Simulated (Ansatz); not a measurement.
Abridged output of a molecular run in Ansatz:

```
Functional definition: HF
1715 factors; integrals over basis functions are off by at most 1.4e-3 eV
mean field evaluation 1: about -31577.3851 eV, gradient 4.9e1 eV
mean field evaluation 2: about -31577.7590 eV, gradient 4.9e1 eV
mean field evaluation 4: about -31582.8043 eV, gradient 4.7e0 eV
mean field evaluation 8: about -31582.8944 eV, gradient 3.6e-1 eV
mean field evaluation 16: about -31582.8951 eV, gradient 1.8e-6 eV
mean field -31582.89512133 eV, -1160.6499880537 hartree, gradient 1.8e-6 eV, S^2 0.000000; 0 other end points of the search recorded, 0 dependent functions left out
18 core orbitals not correlated: weight in the atoms' cores, before any rotation towards them, 1.000 or more for the frozen orbitals, at most 0.000 for the correlated occupied ones
reference -31582.89512133 eV, -1160.6499880537 hartree; 17, 17 occupied and 254, 254 virtual orbitals, 1715 factors
second order -26.94013746 eV of doubles, -0.00000000 eV of singles
cycle   1  -27.33564209 eV  change   -4.0e-1 eV  update   1.2e-1
cycle   2  -28.01898668 eV  change   -6.8e-1 eV  update   3.5e-2
cycle   3  -28.18073070 eV  change   -1.6e-1 eV  update   1.8e-2
cycle   4  -28.16541411 eV  change    1.5e-2 eV  update   4.3e-3
cycle   5  -28.16388413 eV  change    1.5e-3 eV  update   2.2e-3
cycle   6  -28.16506085 eV  change   -1.2e-3 eV  update   6.9e-4
cycle   7  -28.16479396 eV  change    2.7e-4 eV  update   3.1e-4
cycle   8  -28.16465374 eV  change    1.4e-4 eV  update   1.0e-4
cycle   9  -28.16468372 eV  change   -3.0e-5 eV  update   4.3e-5
cycle  10  -28.16470575 eV  change   -2.2e-5 eV  update   1.5e-5
perturbative correction -1.18897619 eV, -0.0436940689 hartree
Total energy: -31612.24880326 eV, -1161.7287159681 hartree
```

Its atoms:

```xyz
11

Al    0.4021   -2.4380    0.6051
N     0.4939   -0.8088   -0.1495
Si   -0.1434    0.7086    0.2382
Cl   -1.0010    0.6014    2.0780
C    -0.5972    2.0350   -0.8785
O     0.7110    2.0566   -0.1204
H    -0.4838   -2.6717    1.8847
H     1.2444   -3.5524   -0.1354
H     1.0665   -0.7682   -0.9865
H    -1.2536    2.8500   -0.5815
H    -0.4390    1.9876   -1.9542
```

Question: Which basis set was used?
A. def2-TZVPP
B. cc-pV(Q+d)Z
C. def2-TZVPPD
D. cc-pV(D+d)Z

Answer: A. It gives 289 functions.

Question: Write the keys of the input that set method, charge and spin (a neutral closed shell needs none for the last two).

Answer: 
```yaml
correlation: {method: ccsd_t}
```
